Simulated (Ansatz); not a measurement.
Stretching the C2–H3 bond in CH4BeSe (SMILES [CH3][Be][SeH]) (multiplicity 1 held, fragments rigid). Energies count from the point at 1.094 Å.
Geometry at that point (charge 0, multiplicity 1):
```xyz
7

Be     0.8409    -0.7609    -0.2140
C      2.0634    -1.8575    -0.5382
H      1.6877    -2.8828    -0.6105
H      2.8397    -1.8492     0.2329
H      2.5574    -1.6324    -1.4895
Se    -0.6419     0.6072     0.1344
H     -1.0024    -0.0909     1.3817
```

Signs of static correlation in cc-pVTZ, with CASSCF(2,2), from Ansatz (an electronic-structure program) runs.

| R (Å) | T1 of restricted CCSD | ⟨S²⟩ of UHF | largest double amplitude of restricted CCSD | weight of the CASSCF reference in MRCISD | CASSCF natural occupations |
|---|---|---|---|---|---|
| 0.875 | 0.010 | 0.000 | 0.029 | 0.880 | 1.99 0.01 |
| 0.985 | 0.010 | 0.000 | 0.028 | 0.880 | 1.99 0.01 |
| 1.094 | 0.010 | 0.000 | 0.030 | 0.879 | 1.98 0.02 |
| 1.204 | 0.011 | 0.000 | 0.029 | 0.879 | 1.98 0.02 |
| 1.313 | 0.011 | 0.000 | 0.026 | 0.879 | 1.97 0.03 |
| 1.477 | 0.012 | 0.000 | 0.025 | 0.878 | 1.94 0.06 |
| 1.641 | 0.014 | 0.000 | 0.026 | 0.878 | 1.91 0.09 |
| 1.915 | [?] | 0.546 | [?] | 0.878 | 1.83 0.17 |
| 2.189 | 0.028 | 0.800 | 0.176 | 0.879 | 1.71 0.29 |
| 2.517 | 0.041 | 0.928 | 0.367 | 0.879 | 1.54 0.46 |
| 2.955 | 0.059 | 0.986 | 0.553 | 0.880 | 1.33 0.67 |
| 3.502 | 0.075 | 1.006 | 0.733 | 0.880 | 1.16 0.84 |

**Question.** Complete the blanks.

**Answer.** 
- 1.915, T1 of restricted CCSD: 0.020
- 1.915, largest double amplitude of restricted CCSD: 0.110

Doubts at one or more of the structures used: a restricted determinant that unrestricted orbitals would lower (R-CCSD(T)/cc-pVTZ); other coupled-cluster roots lie near (R-CCSD(T)/cc-pVTZ); T1 above 0.05 (R-CCSD(T)/cc-pVTZ, U-CCSD(T)/cc-pVTZ); a spin-contaminated determinant (U-CCSD(T)/cc-pVTZ).
